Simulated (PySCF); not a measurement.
Species: C₅H₃Cl₃.
SMILES: `ClC(Cl)(Cl)C(=C)C#C`

A PySCF run (density fitting, gas phase, GFN2-xTB geometry) gave HOMO -7.53 eV, LUMO -1.92 eV, dipole 1.90 D and E = -1572.317 Eh.

Problem. Which of these levels was it?
A. PW91/pcSseg-1
B. B3LYP/def2-SVPD
C. PBE0/def2-SVPD

Solution. B. It is B3LYP/def2-SVPD. All candidates on this geometry:

```csv
level and settings,kind,basis functions,SCF cycles,E (Eh),HOMO (eV),LUMO (eV),dipole (D)
"PW91/pcSseg-1, grid level 1, fitting basis def2-universal-jkfit",GGA,172,12,-1572.6497,-6.70,-2.61,1.87
B3LYP/def2-SVPD,global hybrid,205,15,-1572.3170,-7.53,-1.92,1.90
"PBE0/def2-SVPD, fitting basis def2-universal-jkfit",global hybrid,205,11,-1571.5935,-7.77,-1.73,1.95
```

The nearest other candidate, by the summed differences of HOMO and LUMO, is PBE0/def2-SVPD: its HOMO differs by -0.24 eV and its LUMO by +0.19 eV. Cycle counts include a coarse-grid stage where the run had one.

The values belong to the conformer `[CH:1]#[C:2][C:3](=[CH2:4])[C:5]([Cl:6])([Cl:7])[Cl:8]`: C2–C3–C5–Cl6 59°.
